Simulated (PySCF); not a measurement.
Species: C2H7BOSi.
Numbering: `[BH2:1]/[CH:2]=[CH:3]/[O:4][SiH3:5]` (hydrogens: H6, H7 on B1; H8 on C2; H9 on C3; H10, H11, H12 on Si5)

Computed with PySCF, PBE0-D3(BJ)/def2-SVP geometry optimisation, gas phase.

Give the optimised bond lengths and angles.

| bond | length (Å) | order |
| --- | --- | --- |
| B1–C2 | 1.520 | single |
| C2=C3 | 1.354 | double |
| C3–O4 | 1.332 | single |
| O4–Si5 | 1.693 | single |
| B1–H6, B1–H7 | 1.212 | single |
| C2–H8 | 1.096 | single |
| C3–H9 | 1.102 | single |
| Si5–H10, Si5–H11, Si5–H12 | 1.489 | single |

Bonds in one row agree within 0.01 Å and their mean is given. Orders are formal, as drawn. A selection of angles:
| angle | degrees |
| --- | --- |
| C2–B1–H6 | 119.1 |
| C2–B1–H7 | 122.1 |
| H6–B1–H7 | 118.8 |
| B1–C2–C3 | 118.8 |
| B1–C2–H8 | 124.4 |
| C3–C2–H8 | 116.8 |
| C2–C3–O4 | 123.9 |
| C2–C3–H9 | 119.9 |
| O4–C3–H9 | 116.2 |
| C3–O4–Si5 | 126.2 |
| O4–Si5–H10 | 105.3 |
| O4–Si5–H11 | 109.4 |
| H10–Si5–H11 | 111.4 |
| H11–Si5–H12 | 109.8 |

Torsions: B1–C2–C3–O4 180° (antiperiplanar); C2–C3–O4–Si5 180° (antiperiplanar).

Si5 (oxygen-bound silicon) is distorted tetrahedral (angles from 105.3° to 111.4°). Of the pairs four or more bonds apart, H6···H9 is among the closest relative to their van der Waals radii: 2.44 Å, 101 % of the sum of Bondi's values. B1 (three-coordinate boron) is planar (angles 122.1°, 119.1° and 118.8°, sum 360.0°, 0.00 Å off the plane of its three neighbours). The 5 heavy atoms lie in one plane (0.002 Å rms).

Point group: Cs (every atom within 0.08 Å of its image). No frequency check. One conformer, not necessarily the lowest.
